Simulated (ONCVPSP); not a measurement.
# O (Z = 8): variants of one ONCV potential

Base potential:

oxygen, optimised norm-conserving Vanderbilt (ONCV), made with ONCVPSP 4.0.1 (Wu-Cohen, scalar-relativistic). Core [He], reference 2s2 2p4. Waves: 2s: rc 0.75 bohr, ncon 4, nbas 8, qcut 7.8 1/bohr, 3 projectors, debl 4 Ha; 2p: rc 1.45 bohr, ncon 3, nbas 6, qcut 9.6 1/bohr, 2 projectors, debl 3.3 Ha; d scattering state at 0.1 Ha: rc 1.35 bohr, ncon 4, nbas 8, qcut 6.2 1/bohr, 2 projectors, debl 2.1 Ha. Local part: polynomial inside 0.70 bohr (lpopt 5, dvloc0 3 Ha). Core correction: Teter function fitted to the true core (icmod 2), fcfact 0.4.

All-electron outer shells of the reference configuration (Wu-Cohen, scalar-relativistic, ld1.x):

```
shell  level (eV)  outermost node (bohr)  outermost maximum (bohr)
   1s     -513.83                      –                      0.13
   2s      -23.83                   0.28                      0.87
   2p       -9.00                      –                      0.82
```

Cutoffs, loose and tight: the cutoffs (Ha) at which the residual kinetic energy of the hardest occupied pseudo-wave falls to 1 and 0.1 mHa per electron. They do not see the model core or the augmentation charge, which bear on the density cutoff. Test errors are all-electron minus pseudo excitation energies from the reference, over the configurations 2s2 2p3; 2s2 2p2; 2s2 2p1; 2s2 2p0. A dash means not determined; rows that change the core or the reference have their own tests. The largest error is taken over the tests solved by every variant that gives reliable tests at all: 2s2 2p0; 2s2 2p2; 2s2 2p3.

A true bound ghost makes a file unfit for plane-wave use even where its test errors are small: the radial tests pick states by their node count and pass the ghost by.

| change | outcome | cutoff, loose | cutoff, tight | bound ghosts | GHOST(+) flags above zero | largest test error (meV) |
| --- | --- | --- | --- | --- | --- | --- |
| base | generated | 77 Ha | 272 Ha | s | none | +1986 |
| p: qcut 5.9 | generated | 77 Ha | 272 Ha | s | none | +4680 |
| p: qcut 7.6 | generated | 77 Ha | 272 Ha | s | none | +3129 |
| p: qcut 10.9 | generated | 77 Ha | 272 Ha | s | none | +1652 |
| p: qcut 12.9 | generated | 77 Ha | 272 Ha | s | none | +1467 |
| p: qcut 14.3 | generated | 77 Ha | 272 Ha | s | none | +1399 |

What comes out with this change to the base: p: qcut 9.1?

outcome: generated; cutoff, loose: 77 Ha; cutoff, tight: 272 Ha; bound ghosts: s; GHOST(+) flags above zero: none; largest test error (meV): +2229.

Reading the sweep of the qcut of the p channel (base included, trends over the rows without a ghost): Bound ghosts are found at 5.9, 7.6, 9.1, 9.6, 10.9, 12.9, 14.3 1/bohr. Every judged row has one, so this setting neither creates nor removes them.
